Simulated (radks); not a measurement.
The numbers below are computed, except where a source is named.
Initial-state core-level shifts of neutral calcium when its valence configuration changes from [Ar] 4s2. Level of theory: scalar-relativistic Kohn-Sham, PBE, spin-polarised, spherical densities, finite nucleus; open shells are filled with parallel spins first; Fermi nuclear charge, rms radius 3.4776 fm (a radial shooting solver on a logarithmic mesh with Libxc functionals). Shifts are changes of the shell-averaged eigenvalues in eV (positive: less bound); the change of the density at the nucleus, which sets a Mossbauer isomer shift, is in e/bohr^3, on a base of 6193.

valence          1s      2s      3s      3p  density at nucleus
4s1 4p1      -1.134  -1.139  -1.120  -1.100             -2.0051
4p2          -2.436  -2.440  -2.387  -2.345             -4.2350
4s1.5 4p0.5  -0.641  -0.642  -0.629  -0.620             -0.9468
3d1 4s1      +2.276  +2.775  +2.491  +2.341             -2.8188
3d2          +2.741  +3.552  +3.187  +2.957             -4.9714
